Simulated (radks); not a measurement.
Q: Isoelectronic series with 39 electrons, all held in the configuration [Kr] 4d1 5s2, which need not be the ground one along the series. Method: Dirac Kohn-Sham, PBE, spin-unpolarised, spherical densities, finite nucleus; open shells fill j = l - 1/2 first; Fermi nuclear charge, rms radius of each element as measured or else 0.836 A^(1/3) + 0.57 fm; computed with a radial shooting solver on a logarithmic mesh with Libxc functionals. Total energies (hartree) and orbital eigenvalues (hartree) (* marks an orbital that is empty in some or all of the ions):

| ion | E (hartree) | 4d5/2* | 5s1/2 | 4d3/2 |
|---|---|---|---|---|
| Zr+ | -3598.63605 | -0.44120 | -0.40564 | -0.44704 |
| Nb2+ | -3819.05304 | -0.90257 | -0.72926 | -0.91140 |
| Tc4+ | -4281.81638 | -2.08687 | -1.54569 | -2.10304 |
| Ru5+ | -4524.20095 | -2.79616 | -2.03110 | -2.81680 |
| Rh6+ | -4773.95806 | -3.57883 | -2.56533 | -3.60457 |
| Pd7+ | -5031.11589 | -4.43278 | -3.14722 | -4.46427 |
| Ag8+ | -5295.70975 | -5.35645 | -3.77593 | -5.39440 |
| Cd9+ | -5567.77227 | -6.34869 | -4.45087 | -6.39387 |
| In10+ | -5847.34689 | -7.40858 | -5.17159 | -7.46182 |
| Sn11+ | -6134.46961 | -8.53540 | -5.93778 | -8.59758 |
| Sb12+ | -6429.18495 | -9.72857 | -6.74921 | -9.80062 |
| Te13+ | -6731.53422 | -10.98760 | -7.60575 | -11.07052 |
| I14+ | -7041.57095 | -12.31211 | -8.50730 | -12.40696 |
| Xe15+ | -7359.33688 | -13.70175 | -9.45382 | -13.80966 |

Estimate the row of Mo3+.

A: E (hartree) -4046.77342; 4d5/2* -1.45405; 5s1/2 -1.11085; 4d3/2 -1.46630.
